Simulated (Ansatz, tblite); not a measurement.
Removing and adding an electron: Li9F9 (started as a model of: (LiF)9 cage of four- and six-membered rings). Total charge 0; singlet. Geometry: PBE-D4/def2-SVP. Ansatz, gas phase; energy differences of separate SCF runs; the oxidised species was run as a doublet alone; the reduced species was run as a doublet alone.

```
atom   x (Å)   y (Å)   z (Å)
 Li1   1.674   0.904   1.599
  F2   2.356   0.589  -0.042
 Li3   1.225   1.940  -0.561
  F4   0.683   2.351   1.113
 Li5  -0.707   1.400   1.766
  F6   0.324   0.020   2.407
 Li7   0.093  -1.604   1.732
  F8   1.370  -2.230   0.619
 Li9   2.023  -1.063  -0.595
 F10   0.726  -1.391  -1.854
Li11  -0.001  -2.420  -0.563
 F12  -1.306  -1.959   0.595
Li13  -0.351  -0.066  -2.335
 F14  -0.034   1.655  -1.778
 F15  -2.066   1.086   0.672
Li16  -2.283  -0.607  -0.007
 F17  -2.053  -0.121  -1.732
Li18  -1.673   1.517  -1.036
```

The xTB rows come from tblite. HOMO above LUMO, or a gap near zero within one spin, warns that the state may not be the lowest or that an electron is smeared out.

```
           level  −HOMO (eV)  vertical IE (eV)  −LUMO (eV)  vertical EA (eV)  HOMO–LUMO gap (eV)  IE − EA (eV)                                                                   remarks
        GFN1-xTB       10.71             13.04        6.33              4.45                4.37          8.58                                                                         –
        GFN2-xTB       10.97             13.43        3.85              1.67                7.11         11.77                                                                         –
B97M-V/def2-TZVP        8.16             10.55        0.68             -0.30                7.48         10.85  HOMO above zero (-1 doublet), gap within one spin near zero (+1 doublet)
```

Task: Estimate the rows for PBE-D4/def2-TZVP, PBE0-D4/def2-TZVP.

Result: 
| level | −HOMO (eV) | vertical IE (eV) | −LUMO (eV) | vertical EA (eV) | HOMO–LUMO gap (eV) | IE − EA (eV) | remarks |
| --- | --- | --- | --- | --- | --- | --- | --- |
| PBE-D4/def2-TZVP | 7.63 | – | 0.80 | -0.41 | 6.83 | – | HOMO above zero (-1 doublet) |
| PBE0-D4/def2-TZVP | 9.63 | 11.37 | 0.17 | -0.63 | 9.46 | 12.01 | HOMO above zero (-1 doublet) |

Run but left out: PBE-D4/def2-TZVP (charge +1 doublet: an occupied level 0.00 eV above an empty one).   A HOMO above zero means that the electron is unbound at that level or that self-interaction error raises the level; the energy of removing that electron tells which. Raw xTB energy differences between charge states are shifted by several eV; the methods need an empirical correction for them. Sets without diffuse functions give affinities that are too small. A negative affinity means that the extra electron isn't bound; its size then hangs on the basis.
